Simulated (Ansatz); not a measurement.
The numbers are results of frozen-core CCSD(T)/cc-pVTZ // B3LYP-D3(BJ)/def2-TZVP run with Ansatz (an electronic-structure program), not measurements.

Ansatz 0.2 input:
```yaml
crystal:
  periodic: [false, false, false]
  atoms:
    - { symbol: F, position_ang: [1.383129, -0.768267, -0.149929] }
    - { symbol: Ge, position_ang: [-0.001708, 0.077668, 0.494285] }
    - { symbol: F, position_ang: [-1.363318, -0.802108, -0.154098] }
    - { symbol: H, position_ang: [-0.018103, 1.492708, -0.190256] }
basis:
  gaussian: { orbitals: cc-pVTZ }
correlation:
  method: ccsd_t
magnetization:
  spin_polarized: true
  initial_magnetization: 1
```

Output:

```
Functional definition: HF
737 factors; integrals over basis functions are off by at most 9.6e-4 eV
mean field evaluation 1: about -61902.4305 eV, gradient 2.8e1 eV
mean field evaluation 2: about -61902.4383 eV, gradient 2.8e1 eV
mean field evaluation 4: about -61905.4254 eV, gradient 2.1e0 eV
mean field evaluation 8: about -61905.5059 eV, gradient 1.7e-1 eV
mean field evaluation 16: about -61905.4838 eV, gradient 7.7e-1 eV
mean field -61905.50660670 eV, -2274.9854067368 hartree, gradient 5.5e-6 eV, S^2 0.759136; 0 other end points of the search recorded, 0 dependent functions left out
11 core orbitals not correlated
reference -61905.50660670 eV, -2274.9854067368 hartree; 15, 14 occupied and 91, 92 virtual orbitals, 737 factors
second order -18.43931680 eV of doubles, -0.00000000 eV of singles
cycle   1  -17.98785381 eV  change    4.5e-1 eV  update   1.0e-1
cycle   2  -18.44902450 eV  change   -4.6e-1 eV  update   3.4e-2
cycle   3  -18.57068024 eV  change   -1.2e-1 eV  update   1.9e-2
cycle   4  -18.55825882 eV  change    1.2e-2 eV  update   5.7e-3
cycle   5  -18.55465542 eV  change    3.6e-3 eV  update   3.0e-3
cycle   6  -18.55701460 eV  change   -2.4e-3 eV  update   1.1e-3
cycle   7  -18.55713893 eV  change   -1.2e-4 eV  update   5.7e-4
cycle   8  -18.55700258 eV  change    1.4e-4 eV  update   1.9e-4
cycle   9  -18.55708228 eV  change   -8.0e-5 eV  update   9.1e-5
cycle  10  -18.55705727 eV  change    2.5e-5 eV  update   3.2e-5
perturbative correction -0.62157461 eV, -0.0228424457 hartree
Total energy: -61924.68523858 eV, -2275.6902084586 hartree
```

Cost: around 60 core-seconds (rough).
